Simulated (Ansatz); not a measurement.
Other settings, tried on (FSn)4S6 adamantane (Sn₄S₆F₄).

```yaml
crystal:
  periodic: [false, false, false]
  atoms:
    - {symbol: Sn, position_ang: [-0.833261, 1.331320, 1.629000]}
    - {symbol: F, position_ang: [-1.550674, 2.476284, 3.029581]}
    - {symbol: S, position_ang: [1.523094, 1.091736, 2.211429]}
    - {symbol: Sn, position_ang: [2.206072, -0.347730, 0.364917]}
    - {symbol: F, position_ang: [4.103102, -0.646971, 0.679506]}
    - {symbol: S, position_ang: [2.132621, 0.722486, -1.825640]}
    - {symbol: Sn, position_ang: [-0.283450, 0.999818, -2.010118]}
    - {symbol: F, position_ang: [-0.527388, 1.860270, -3.738506]}
    - {symbol: S, position_ang: [-1.238945, 2.585976, -0.422689]}
    - {symbol: S, position_ang: [-1.525315, -1.089732, -2.210980]}
    - {symbol: Sn, position_ang: [-1.088907, -1.983508, 0.015971]}
    - {symbol: F, position_ang: [-2.026343, -3.688861, 0.030268]}
    - {symbol: S, position_ang: [-2.130163, -0.724680, 1.826992]}
    - {symbol: S, position_ang: [1.239555, -2.586416, 0.420269]}
basis:
  gaussian: {orbitals: def2-SVPD}
hamiltonian: {xc: {name: wB97}, pseudopotentials: {relativity: none}}
scf: {omitted_lower_state_checks: [starts]}
output: {forces: true}
```

```sh
$ ansatz run in.yaml --threads 2 --pin off --events-out ev --progress --plain --max-ram 32768MiB --backend cuda --devices 0, --max-vram 18GiB
```

It prints (some lines left out):

```
Functional definition: wB97
3772 factors; their error is unknown
1641 factors; integrals over basis functions are off by at most 4.0e-5 eV
mean field evaluation 1: about -99177.4745 eV, gradient 8.3e1 eV
mean field evaluation 2: about -99165.9258 eV, gradient 1.2e2 eV
mean field evaluation 4: about -99192.2759 eV, gradient 4.0e0 eV
mean field evaluation 8: about -99192.3060 eV, gradient 4.8e-2 eV
mean field evaluation 16: about -99192.2522 eV, gradient 2.4e-5 eV
mean field -99192.25224755 eV, -3645.2480351739 hartree, gradient 2.4e-5 eV, S^2 0.000000; 0 other end points of the search recorded, 0 dependent functions left out
reference -99192.25222580 eV, -3645.2480343749 hartree; 110, 110 occupied and 272, 272 virtual orbitals, 3772 factors
Total energy: -99192.25222580 eV, -3645.2480343749 hartree
Atom 0 at    -0.833261     1.331320     1.629000 Å, force    -0.087692     0.140278     0.172710 eV/Å
Atom 1 at    -1.550674     2.476284     3.029581 Å, force     0.133718    -0.212205    -0.259245 eV/Å
Atom 2 at     1.523094     1.091736     2.211429 Å, force    -0.489515    -0.351533    -0.710915 eV/Å
Atom 3 at     2.206072    -0.347730     0.364917 Å, force     0.233461    -0.037628     0.036958 eV/Å
Atom 4 at     4.103102    -0.646971     0.679506 Å, force    -0.351447     0.055626    -0.058982 eV/Å
Atom 5 at     2.132621     0.722486    -1.825640 Å, force    -0.686201    -0.231582     0.587720 eV/Å
Atom 6 at    -0.283450     0.999818    -2.010118 Å, force    -0.031657     0.106371    -0.212023 eV/Å
Atom 7 at    -0.527388     1.860270    -3.738506 Å, force     0.045258    -0.159800     0.319915 eV/Å
Atom 8 at    -1.238945     2.585976    -0.422689 Å, force     0.398606    -0.831422     0.136445 eV/Å
Atom 9 at    -1.525315    -1.089732    -2.210980 Å, force     0.492874     0.349286     0.710321 eV/Å
Atom 10 at    -1.088907    -1.983508     0.015971 Å, force    -0.115890    -0.209455     0.002752 eV/Å
Atom 11 at    -2.026343    -3.688861     0.030268 Å, force     0.174376     0.315489    -0.003075 eV/Å
Atom 12 at    -2.130163    -0.724680     1.826992 Å, force     0.683445     0.234330    -0.588982 eV/Å
Atom 13 at     1.239555    -2.586416     0.420269 Å, force    -0.399336     0.832244    -0.133598 eV/Å
Dipole moment:     0.000720    -0.000170    -0.000369 e Å
Checks for a lower state left out: starts
```

It took 27 s on 2 threads of AMD EPYC 7R13 on a shared host and a share (18 GiB) of an NVIDIA H100 80GB HBM3, peak host memory 1.4 GiB.

In the def2 sets Sn takes a core potential; there is no spin–orbit coupling.
